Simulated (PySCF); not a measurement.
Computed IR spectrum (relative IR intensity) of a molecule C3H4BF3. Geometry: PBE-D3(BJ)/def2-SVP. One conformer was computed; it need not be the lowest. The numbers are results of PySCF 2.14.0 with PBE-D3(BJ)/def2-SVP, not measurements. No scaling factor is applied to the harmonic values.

```
ν (cm⁻¹)  relative intensity
--------  ------------------
568                      6.6
640                      5.6
850                       11
894                      9.9
981                      2.3
1118                      44
1342                      27
1356                      55
1378                      32
1398                     2.3
1401                      41
1678                     100
```

**Question.** Which structure fits?
A) C/C(F)=C\B(F)F
B) C/C=C(/F)B(F)F
C) F/C=C/B(F)CF
D) C=C[C@@H](F)B(F)F

**Answer.** A, C/C(F)=C\B(F)F
